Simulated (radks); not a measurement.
Initial-state core-level shifts of the antimony ion Sb3+ when its valence configuration changes from [Kr] 4d10 5s2. Calculated with a radial shooting solver on a logarithmic mesh with Libxc functionals: scalar-relativistic Kohn-Sham, r2SCAN, spin-polarised, spherical densities, finite nucleus; open shells are filled with parallel spins first (spin-orbit coupling, left out, can overturn this in heavy ions); meta-GGA in the generalised Kohn-Sham scheme; Fermi nuclear charge, rms radius 4.6802 fm. Shifts are changes of the shell-averaged eigenvalues in eV (positive: less bound); the change of the density at the nucleus, which sets a Mossbauer isomer shift, is in e/bohr^3, on a base of 2.15e+05.

valence                1s       2p       4s       4p  density at nucleus
4d10 5s1 5p1       -1.244   -1.207   -1.253   -1.244              -62.35
4d9 5s2 5p1        -9.305   -9.721   -8.019   -7.673              +19.80
4d8 5s2 5p2       -18.674  -19.563  -15.842  -15.131              +41.83
4d10 5p2           -2.680   -2.601   -2.656   -2.636             -122.92
4d10 5s1.5 5p0.5   -0.679   -0.661   -0.673   -0.667              -30.79
4d9 5s1 5p2       -10.333  -10.728   -9.063   -8.706              -46.34
